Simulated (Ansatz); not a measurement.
The lowest doublet and quartet of CH (SMILES [CH]); geometries from B3LYP-D3(BJ)/def2-TZVP, each state relaxed from the structure named, with no frequency check.
Doublet (charge 0, multiplicity 2):
```xyz
2

C      0.00000     0.00000    -0.16050
H      0.00000     0.00000     0.96301
```

A positive gap puts the quartet lower; no zero-point energy. U- takes an unrestricted doublet. The quartet is unrestricted in single-reference levels.

Correlated levels freeze the cores.

The values were computed with Ansatz (Gaussian orbitals). 

```
level                                   gap E(doublet) − E(quartet), vertical, at the doublet's geometry (kcal/mol)
--------------------------------------  ---------------------------------------------------------------------------
U-MP2/cc-pVDZ (spin-contaminated)                                                                             -4.26
U-CCSD/cc-pVDZ (spin-contaminated)                                                                           -12.42
U-CCSD/cc-pVQZ (spin-contaminated)                                                                           -16.09
U-CCSD(T)/cc-pVDZ (spin-contaminated)                                                                        -12.91
U-CCSD(T)/cc-pVTZ (spin-contaminated)                                                                        -15.92
U-CCSDT/cc-pVQZ (spin-contaminated)                                                                          -17.10
U-CCSDT(Q)/cc-pVTZ (spin-contaminated)                                                                       -16.27
U-CCSDT(Q)/cc-pVQZ (spin-contaminated)                                                                       -17.13
FCI/cc-pVDZ                                                                                                       ?
```

Fill in the missing entries.


- FCI/cc-pVDZ, gap E(doublet) − E(quartet), vertical, at the doublet's geometry (kcal/mol): -13.26

Doubts at one or more of the structures used: T1 above 0.05 (U-CCSD/cc-pVDZ (spin-contaminated), U-CCSD/cc-pVQZ (spin-contaminated), U-CCSD(T)/cc-pVDZ (spin-contaminated), U-CCSD(T)/cc-pVTZ (spin-contaminated), U-CCSDT/cc-pVQZ (spin-contaminated), U-CCSDT(Q)/cc-pVTZ (spin-contaminated), U-CCSDT(Q)/cc-pVQZ (spin-contaminated)).

Ansatz is a first-principles code.
